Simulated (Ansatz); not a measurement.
One change: `BC=O` becomes `BC(C)=O`.

Ansatz, PBE0-D4/def2-TZVP geometries, multiplicity 1. 

```
                                          property  `BC=O`
             HOMO energy (ωB97M-V/def2-TZVPP) / eV  -10.14
                HOMO energy (PBE0/def2-TZVPP) / eV   -7.80
               HOMO energy (B3LYP/def2-TZVPP) / eV   -7.59
                 HOMO energy (PBE/def2-TZVPP) / eV   -6.42
size of the dipole moment (ωB97M-V/def2-TZVPP) / D    2.14
                 LUMO energy (PBE/def2-TZVPP) / eV   -2.72
```

**Question.** What does the change do to each property? (An estimate is asked.)

**Answer.** Ansatz gave: 
```tsv
property	`BC(C)=O`	shift
HOMO energy (ωB97M-V/def2-TZVPP) / eV	-10.35	-0.21
HOMO energy (PBE0/def2-TZVPP) / eV	-8.00	-0.20
HOMO energy (B3LYP/def2-TZVPP) / eV	-7.79	-0.20
HOMO energy (PBE/def2-TZVPP) / eV	-6.63	-0.21
size of the dipole moment (ωB97M-V/def2-TZVPP) / D	3.20	1.06
LUMO energy (PBE/def2-TZVPP) / eV	-2.51	0.21
```

With PBE0 the HOMO falls by 0.20 eV and the LUMO rises by 0.15 eV, so the gap widens by about 0.35 eV. PBE moves the HOMO by -0.21 eV and ωB97M-V by -0.21 eV. The zero-point energy changes by 76.3 kJ/mol with +9 modes. Dipoles are sizes alone; their direction can turn.

B3LYP here is the variant with VWN-RPA as its local correlation; programs differ in this.
